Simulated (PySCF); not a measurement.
Isomers of C2HNO. All species are isolated molecules in the gas phase. Strings in code marks are SMILES.

The vertical ionisation energy (Delta-SCF) from two functionals at the same geometries (CAM-B3LYP-D3(BJ)/def2-TZVP), both in PySCF: PBE-D3(BJ)/def2-TZVP and CAM-B3LYP-D3(BJ)/def2-TZVP. Delta-SCF ions had no search for a lower state. 

```tsv
species	PBE-D3(BJ)/def2-TZVP (eV)	CAM-B3LYP-D3(BJ)/def2-TZVP (eV)
`O=CC#N`	11.50	11.93
`N=C=C=O`	8.85	9.11
`O=c1cn1`	9.99	10.36
```

Over these rows, drawn at random from the members with no instability flagged (it was tested for open shells, ions and some series alone), PBE minus CAM-B3LYP-D3(BJ): mean -0.35 eV, from -0.43 eV to -0.26 eV.
